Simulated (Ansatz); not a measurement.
Spectroscopic constants of SeS, multiplicity 3 (the spin of the measured ground state). No spin–orbit coupling. Se is treated without relativity.

| level | bond energy D_e (kJ/mol) |
|---|---|
| SVWN5/def2-TZVPP | 514.7 |
| PBE/def2-TZVPP | 433.6 |
| r2SCAN/def2-TZVPP | 414.4 |
| B97M-V/def2-TZVPP | 403.2 |
| B3LYP/def2-TZVPP | 385.3 |
| PBE0/def2-TZVPP | 396.4 |
| BHLYP/def2-TZVPP | 340.2 |
| CAM-B3LYP/def2-TZVPP | 369.5 |
| wB97X-V/def2-TZVPP | 387.0 |
| wB97M-V/def2-TZVPP | 379.1 |
| B2PLYP/def2-TZVPP | 381.8 |
| CCSD/def2-TZVPP | 329.8 |
| CCSD/def2-QZVPP | 344.8 |
| CCSD(T)/def2-TZVPP | 356.3 |
| CCSD(T)/def2-QZVPP | 374.4 |

The rows run from 329.8 (CCSD/def2-TZVPP) to 514.7 kJ/mol (SVWN5/def2-TZVPP). From def2-TZVPP to def2-QZVPP CCSD(T) changes by 18.1. The 11 functionals in def2-TZVPP without D3 or D4 span 174.5, from BHLYP to SVWN5.

D_e counts from the fitted minimum to each atom's lowest state at the same level, without counterpoise.

Correlated levels freeze the inner cores; with def2 sets outer-core shells near the valence are correlated too.

Run with Ansatz (a program for electronic structure) with Gaussian orbitals. Values without a source in brackets are computed.
